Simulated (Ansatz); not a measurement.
Reaction (formal exchange of groups at a B–F bond): `CN(C)BF` + SiH₄ → `CN(C)B[SiH3]` + H–F

Program: Ansatz. Geometries: PBE0-D4/def2-TZVP. ΔE: electronic, gas phase. CCSD(T)/CBS adds triple-zeta CCSD(T) − MP2 to the extrapolated MP2 energy (def2 sets, frozen cores). This one scheme is used for every species. Functionals use def2-TZVPP. B3LYP here is the variant with VWN-RPA as its local correlation; programs differ in this. Each species was taken in one conformer, which may not be the lowest.

`CN(C)BF`:

Cartesian coordinates in Å:
```
C -1.300 0.016 0.411
N 0.020 -0.030 -0.166
C 1.093 0.198 0.773
B 0.228 -0.276 -1.519
F 1.476 -0.309 -2.009
H -1.496 0.994 0.866
H -2.049 -0.164 -0.359
H -1.414 -0.745 1.193
H 0.998 1.185 1.241
H 1.078 -0.552 1.571
H 2.053 0.146 0.263
H -0.688 -0.461 -2.266
```

SiH₄:

Z-matrix (Å, degrees):
```
Si
H 1 1.485
H 1 1.485 2 109.5
H 1 1.485 2 109.5 3 -120.0
H 1 1.485 2 109.5 3 120.0
```

`CN(C)B[SiH3]`:

Cartesian coordinates in Å:
```
C 0.876 0.868 1.661
N 0.161 0.277 0.548
C -1.270 0.275 0.758
B 0.809 -0.219 -0.573
Si -0.054 -1.063 -2.187
H 0.673 0.317 2.587
H 0.559 1.906 1.817
H 1.946 0.850 1.466
H -1.779 -0.173 -0.093
H -1.526 -0.290 1.660
H -1.641 1.298 0.891
H 2.008 -0.135 -0.579
H -1.544 -1.163 -2.169
H 0.313 -0.299 -3.415
H 0.469 -2.448 -2.373
```

H–F:

```xyz
2

F    -0.337   -0.119   -0.289
H     0.337    0.119    0.289
```

CCSD(T)/CBS gives +145.0 kJ/mol.

(1) Another level gave +150.7 kJ/mol. Which?
A. PBE-D4/def2-TZVPP
B. PBE/def2-TZVPP
C. MP2/def2-TZVPP
D. B3LYP-D4/def2-TZVPP

Largest T1 diagnostic among the species: 0.013.

## Answers

(1) C. MP2/def2-TZVPP 150.7, PBE 143.1, B3LYP-D4 156.1, PBE-D4 137.2 kJ/mol.

From PBE to PBE0 (25 % exact exchange), in def2-TZVPP and without D4, ΔE moves by +4.5 kJ/mol. The D4 term adds −9.4 kJ/mol with B3LYP and −5.4 kJ/mol with PBE0; it sums over pairs of atoms, weighted by their polarisabilities, and B3LYP, whose exchange is more repulsive, gets the larger term.
